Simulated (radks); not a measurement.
The numbers below are computed, except where a source is named.
Task: Radial electron density D(r) = 4 pi r^2 rho(r) of an atom or ion with 46 electrons. Code: a radial shooting solver on a logarithmic mesh with Libxc functionals. Model: scalar-relativistic Kohn-Sham, LB94 model potential, spin-polarised, spherical densities, finite nucleus; Fermi nuclear charge, rms radius of each element as measured or else 0.836 A^(1/3) + 0.57 fm.

r (bohr),D(r) (e/bohr)
0.001487,7.359
0.00169,9.003
0.001921,10.98
0.002165,13.17
0.002461,15.92
0.002797,19.15
0.003154,22.66
0.003585,26.93
0.004074,31.77
0.004593,36.82
0.005221,42.70
0.005934,48.99
0.00669,55.12
0.007604,61.70
0.008642,68.03
0.009744,73.44
0.01107,78.28
0.01259,81.80
0.01419,83.65
0.01613,83.95
0.01833,82.62
0.02067,80.27
0.02349,77.31
0.0267,74.91
0.0301,74.18
0.03421,75.97
0.03889,80.89
0.04384,88.04
0.04983,97.11
0.05664,105.5
0.06386,110.6
0.07258,111.2
0.08249,106.5
0.093,98.61
0.1057,89.87
0.1201,84.59
0.1355,84.91
0.154,90.06
0.175,96.02
0.1973,97.24
0.2242,90.10
0.2548,74.73
0.2873,57.46
0.3266,42.70
0.3712,36.22
0.4185,37.16
0.4756,40.91
0.5406,41.91
0.6095,37.79
0.6927,28.94
0.7873,18.67
0.8877,10.50
1.009,4.709
1.147,1.709
1.293,0.5346
1.469,0.1202
1.67,0.02016
1.883,0.002801
2.14,0.0002374

What is the nuclear charge?

Result: Z = 63. The innermost maximum, from 1s, lies near gamma/Z bohr with gamma = sqrt(1 - (Z/c)^2) = 0.888, here 0.0141 bohr (found: 0.0155), and its height grows with Z. The density is that of the europium ion Eu17+ in [Kr] 4d10; the configuration itself is not fixed sharply by these data, and Z only to a few units. D(r) has 4 maxima, at r = 0.0155, 0.0692, 0.190, 0.519 bohr, and minima at 0.0296, 0.127, 0.383 bohr, inside which lie 1.94, 11.26, 29.02 electrons.
